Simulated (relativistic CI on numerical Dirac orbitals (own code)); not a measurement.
## Ni+ in a cubic cluster: L2,3 absorption with charge transfer

Computed with a charge-transfer multiplet model of a cubic metal-ligand cluster with up to one ligand hole, Slater and spin-orbit integrals from Dirac-Coulomb-Breit ions, Slater integrals scaled by 0.7. The ground state mixes d9 with configurations of k ligand holes L, whose averages lie at kΔ + k(k − 1)U_dd/2; a core hole lowers each added d electron by U_cd. 300 K, Lorentzian 0.4 eV and Gaussian 0.3 eV FWHM.

Atomic integrals in eV (Slater integrals scaled, ζ unscaled), ground: F2dd 8.519, F4dd 5.287, zeta_d 0.072; with the core hole: F2dd 8.519, F4dd 5.287, zeta_d 0.080, zeta_core 11.421.

Cluster parameters (eV): Δ = 8.1, U_dd = 7.5, U_cd = 8.6, 10Dq(ligand) = 1.3, V(eg) = 2, V(t2g) = -0.84, final-state hopping factor = 1.

```json
{"Case": "10Dq = 0.55 eV", "n_d": "9.06", "d9": "0.94", "d10L": "0.06", "S": "0.50"}
{"Case": "10Dq = 0.85 eV", "n_d": "9.05", "d9": "0.95", "d10L": "0.05", "S": "0.50"}
{"Case": "10Dq = 1.15 eV", "n_d": "9.05", "d9": "0.95", "d10L": "0.05", "S": "0.50"}
{"Case": "10Dq = 1.45 eV", "n_d": "9.05", "d9": "0.95", "d10L": "0.05", "S": "0.50"}
{"Case": "10Dq = 1.75 eV", "n_d": "9.05", "d9": "0.95", "d10L": "0.05", "S": "0.50"}
```

Weights, n_d and S are thermal averages at 300 K. Photon energies count from the first peak over 30 % of the highest in each spectrum, which can be another peak from case to case. The parameters are a model scan and need not match a compound or its usual spin state. Peaks in eV (height, largest 100):
- 10Dq = 0.55 eV: 0.0 (100), 17.1 (36)
- 10Dq = 0.85 eV: 0.0 (100), 17.1 (39)
- 10Dq = 1.15 eV: 0.0 (100), 17.1 (41)
- 10Dq = 1.45 eV: 0.0 (100), 17.1 (42)
- 10Dq = 1.75 eV: 0.0 (100), 17.1 (43)

For the case 10Dq = 1.15 eV, Δ = 8.1 eV is larger than U_dd = 7.5 eV, the Mott-Hubbard side of the Zaanen-Sawatzky-Allen scheme.
